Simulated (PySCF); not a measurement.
C5H10OSi (charge +1 and doublet state).
Atom-mapped SMILES: `[CH3:1][C@H:2]1[CH+:3][CH:4][CH2:5][SiH2:6][O:7]1` (hydrogens: H8, H9, H10 on C1; H11 on C2; H12 on C3; H13 on C4; H14, H15 on C5; H16, H17 on Si6)

Geometry (GFN2-xTB, Å), atoms numbered from 1 in this order:
```xyz
17
C5H10OSi angstrom
C      2.1236   -0.1222    0.6282
C      1.0717    0.2431   -0.4333
C      0.2642   -0.9744   -0.7362
C     -1.0305   -1.1434   -0.3803
C     -1.7415   -0.3948    0.6142
Si    -1.2785    1.5665    0.1821
O      0.2943    1.3221    0.0189
H      2.7810   -0.9027    0.2580
H      1.6406   -0.4598    1.5411
H      2.7157    0.7634    0.8457
H      1.5903    0.5669   -1.3460
H      0.7748   -1.7164   -1.3328
H     -1.6041   -1.8764   -0.9415
H     -2.8089   -0.5702    0.6387
H     -1.3060   -0.4401    1.6081
H     -2.0328    1.8719   -1.0251
H     -1.4611    2.2786    1.4301
```

The hyperfine couplings belong to this conformer and change with its torsions.

Computed, not measured: PySCF 2.14.0, UKS B3LYP, pcH-1 on C H O Si, non-relativistic, mean-field spin-orbit, GIAO. Isolated species at its GFN2-xTB geometry (one conformer only). Couplings are sensitive to structure, and on GFN2-xTB geometries they can be far from those on DFT ones, by a factor of two or more for some ions and for spin on atoms past the first row. Stability of the SCF solution: not tested.

Task: Break the g tensor into its mass correction, gauge correction and orbital-Zeeman/spin–orbit terms.

Result: 
```tsv
Δg (ppm)	1	2	3
relativistic mass correction	-155	-155	-155
gauge correction	21	5	35
orbital Zeeman/spin–orbit	366	1156	2522
total	232	1006	2402
```

So g = 2.00255, 2.00333, 2.00472 and g_iso = 2.00353; the tensor is rhombic: the two nearest values differ by 36 % of g3 − g1. Axes: g1 points within 10° of the C5–Si6 bond.

Task: What are the electron Larmor frequencies g μB B/h along the three axes at 340 mT?

Result: 9.5296, 9.5333, 9.5399 GHz for g1, g2 and g3, a range of 10.3 MHz.

Task: What effective moment and Curie constant follow for a powder?

Result: With the mean of g² = 4.0141 and S(S+1) = 0.75: μ_eff = √(⟨g²⟩S(S+1)) = 1.735 μB and χT = 0.12505·⟨g²⟩·S(S+1) = 0.376 cm³ K/mol (cgs; spin-Hamiltonian part alone).

Task: At 9.615 GHz, how far is the centre of the isotropic spectrum from where a free electron (g = 2.002319) resonates?

Result: B = hν/(g μB) with μB/h = 13.99624 MHz/mT gives 343.09 mT for the free electron and 342.88 mT at g_iso, 0.21 mT lower.

Task: In a frozen sample, at which fields do the three g values resonate at 9.5, 34, 94 and 263 GHz (hyperfine left aside), and which band first spreads them over more than twice a line width of 0.3 mT?

Result: 
```
band    GHz  B(g3) mT  B(g2) mT  B(g1) mT  spread mT
   X    9.5    338.58    338.81    338.94       0.37
   Q   34.0   1211.75   1212.60   1213.06       1.31
   W   94.0   3350.14   3352.47   3353.77       3.63
   J  263.0   9373.25   9379.78   9383.41      10.16
```

The spread grows in proportion to the frequency. Q band is the first where it exceeds 0.6 mT.

Largest spin populations (Mulliken): C3 (+0.47), C5 (+0.23), C4 (+0.10) and Si6 (+0.09).

The HOMO–LUMO gaps are 6.01 eV among the α and 2.77 eV among the β orbitals.

The SMILES draws the unpaired electron on C4; the largest computed Mulliken spin population is on C3 (0.47 against 0.10).
